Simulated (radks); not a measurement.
The numbers below are computed, except where a source is named.
Task: The aluminium ion Al3+, [Ne]. Code: a radial shooting solver on a logarithmic mesh with Libxc functionals. Model: non-relativistic Kohn-Sham, PBE, spin-polarised, spherical densities, point nucleus. Every spin shell is full or empty, so the densities are truly spherical. Functionals are evaluated on that one density, not self-consistently. Rank these exchange functionals by their error against the exact value of the orbitals, and give that value: LDA, B88, PBEsol, revPBE, PW91, PW86, OPTX, WC, SOGGA, G96, EV93, APBE, MS2, TASK, MVS.

Result: Exact: -17.4057 hartree. From best to worst, with 100 (|E| - |E exact|)/|E exact| (equal figures are ties): OPTX 0.00, B88 -0.03, G96 +0.10, MVS -0.11, revPBE -0.11, MS2 +0.18, PW91 -0.23, PW86 +0.50, APBE +0.55, EV93 +1.57, WC -1.79, TASK -2.48, PBEsol -3.76, SOGGA -3.82, LDA -8.63.
